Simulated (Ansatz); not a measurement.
Geometry optimisation, Ansatz, RKS PBE/def2-SVP.

The input (input.yaml):

```yaml
crystal:
  periodic: [false, false, false]
  atoms:
    - { symbol: In, position_ang: [0.0, 0.0, 0.0] }
    - { symbol: Cl, position_ang: [0.0, 0.0, 2.79] }
    - { symbol: C, position_ang: [1.8879, 0.0, -1.09] }
    - { symbol: H, position_ang: [2.2175, -1.0462, -1.2602] }
    - { symbol: H, position_ang: [1.7514, 0.508, -2.0674] }
    - { symbol: H, position_ang: [2.6574, 0.5381, -0.4982] }
    - { symbol: C, position_ang: [-1.8879, 0.0, -1.09] }
    - { symbol: H, position_ang: [-2.448, -0.9305, -0.8608] }
    - { symbol: H, position_ang: [-2.492, 0.8797, -0.7846] }
    - { symbol: H, position_ang: [-1.6862, 0.0508, -2.1803] }
    - { symbol: Si, position_ang: [0.1268, 2.6826, 0.8924] }
    - { symbol: H, position_ang: [0.7031, 2.7235, 2.2332] }
    - { symbol: H, position_ang: [0.9611, 3.4605, -0.019] }
    - { symbol: H, position_ang: [-1.2181, 3.2499, 0.9239] }
    - { symbol: H, position_ang: [0.0735, 1.5551, 2.2409] }
basis:
  gaussian: { orbitals: def2-SVP }
hamiltonian:
  xc: pbe
relax:
  f_tol: 0.15
  max_steps: 25
  restrain:
    - { distance: [0, 10], at: 2.53, k: 30.0 }
    - { distance: [14, 1], at: 1.37, k: 30.0 }
    - { distance: [0, 1], at: 3.64, k: 30.0 }
    - { distance: [14, 10], at: 2.66, k: 30.0 }
```

Run as:

```bash
$ ansatz run input.yaml --threads 4 --pin off --max-ram 5120MiB --backend cpu --events-out ev --progress --plain --runs-dir out
```

**Question.** Where does it end, and by what steps?

**Answer.** It converged. The restraints hold the end off the free minimum. After 10 steps the energy has fallen by 1.418 eV (the restraints' own energy left out); In1 moved furthest, 0.96 Å. Parted: In1–Cl2, Si11–H15.

```tsv
step	energy less start (eV)	largest force component (eV/Å)	accepted
0	0.0000	1.815	yes
1	-0.4212	2.205	yes
2	-0.6067	2.667	yes
3	-0.8071	2.517	yes
4	-1.1619	0.950	yes
5	-1.3237	0.818	yes
6	-1.3811	0.825	yes
7	-1.3965	0.760	yes
8	-1.3985	0.846	yes
9	-1.4162	0.706	yes
10	-1.4177	0.721	yes
```

```xyz
15
Properties=species:S:1:pos:R:3
In 0.005 0.793 -0.548
Cl -0.016 -0.083 2.979
C 1.904 -0.113 -1.156
H 1.807 -1.214 -1.244
H 2.183 0.295 -2.152
H 2.715 0.131 -0.443
C -1.906 -0.065 -1.182
H -1.989 -1.107 -0.807
H -2.763 0.527 -0.805
H -1.947 -0.094 -2.290
Si 0.062 2.980 0.761
H 0.638 2.731 2.157
H 0.968 4.049 0.192
H -1.275 3.629 1.026
H 0.260 1.214 2.741
```

Run time: 24 s on 4 threads of Arm Neoverse V1, with other jobs on the host, peak memory 0.21 GiB.
